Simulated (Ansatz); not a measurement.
Cost and result for the atomization energy of C2H9BOSi (`CCBO[SiH3]`) (14 atoms, 13 bonds).

Cartesian coordinates in Å:
```
C 0.2499 0.4347 2.4216
C -0.2132 -0.4593 1.2764
B -0.1364 0.1807 -0.1477
O -0.0194 -0.6104 -1.2434
Si 0.0329 -0.2666 -2.8587
H 0.0895 -0.0329 3.3958
H -0.2842 1.3883 2.4195
H 1.3159 0.6632 2.3411
H -1.2766 -0.7119 1.4189
H 0.3058 -1.4240 1.2858
H -0.2122 1.3770 -0.3089
H -0.0469 1.2004 -3.0802
H -1.1113 -0.9436 -3.5160
H 1.3063 -0.7957 -3.4040
```

Total charge 0; spin multiplicity 1. The structure was optimised at the PBE0-D4/def2-TZVP level. It is one conformer, not always the lowest. Program: Ansatz. All runs use 4 threads of a server CPU on a shared host. Times are those of one run each, without the atoms' runs, and a repeat can differ threefold. Electronic energies, without spin–orbit coupling; frozen cores. CCSD(T)/CBS adds CCSD(T) − MP2 in def2-TZVPP to the MP2 limit, and its time is that of the two runs behind it. T1 = 0.011.

CCSD(T)/CBS is a level of theory with its own doubt, some kJ/mol a heavy atom from the limit and from the frozen cores, so smaller differences don't rank the functionals.

| level | functions | wall time |
| --- | --- | --- |
| LDA (SPW92)/def2-TZVPP | 292 | 1.6 s |
| BLYP-D4/def2-TZVPP | 292 | 2.8 s |
| PBE-D4/def2-TZVPP (with forces) | 292 | 3.2 s |
| PBE0-D4/def2-TZVPP | 292 | 3.7 s |
| BHLYP-D4/def2-TZVPP | 292 | 4 s |
| CAM-B3LYP-D4/def2-TZVPP | 292 | 4.5 s |
| B2PLYP/def2-TZVPP | 292 | 7.5 s |
| CCSD(T)/def2-SVP | 119 | 9 s |
| ωB97X-V/def2-TZVPP | 292 | 10 s |
| B97M-V/def2-TZVPP | 292 | 11 s |
| MP2/def2-QZVPP | 568 | 43 s |
| CCSD(T)/def2-TZVPP | 292 | 5.4 min |
| CCSD(T)/CBS(def2) | – | 6.1 min |

Task: What atomization energy does each give, and how far from CCSD(T)/CBS? (Estimate.)

Result: Computed: 
```
                          level  atomization (kJ/mol)  difference from CCSD(T)/CBS  per bond
         LDA (SPW92)/def2-TZVPP                5928.9                        641.2      49.3
             BLYP-D4/def2-TZVPP                5260.5                        -27.2      -2.1
PBE-D4/def2-TZVPP (with forces)                5327.4                         39.7       3.1
             PBE0-D4/def2-TZVPP                5279.5                         -8.2      -0.6
            BHLYP-D4/def2-TZVPP                5201.8                        -85.9      -6.6
        CAM-B3LYP-D4/def2-TZVPP                5327.3                         39.6       3.0
              B2PLYP/def2-TZVPP                5247.1                        -40.6      -3.1
               CCSD(T)/def2-SVP                5045.4                       -242.3     -18.6
             ωB97X-V/def2-TZVPP                5303.9                         16.2       1.2
              B97M-V/def2-TZVPP                5306.9                         19.2       1.5
                 MP2/def2-QZVPP                5292.4                          4.7       0.4
             CCSD(T)/def2-TZVPP                5172.6                       -115.1      -8.9
              CCSD(T)/CBS(def2)                5287.7                          0.0       0.0
```

From BLYP to BHLYP (50 % exact exchange), in def2-TZVPP and without D4, the atomization energy moves by −33.7 kJ/mol: exact exchange takes away binding that semilocal exchange gives to molecules. At CCSD(T), def2-SVP lies −242.3 kJ/mol from the extrapolated value and def2-TZVPP −115.1 kJ/mol: correlation converges slowly with the basis, and small sets miss more of it in the bonded molecule than in its fragments. Leaving LDA and LC-ωPBE aside and taking each functional with its dispersion term where it has one, the values spread over 125.6 kJ/mol, from BHLYP-D4 to PBE-D4. LDA lies +625.2 kJ/mol from PBE without D4, its usual overbinding.
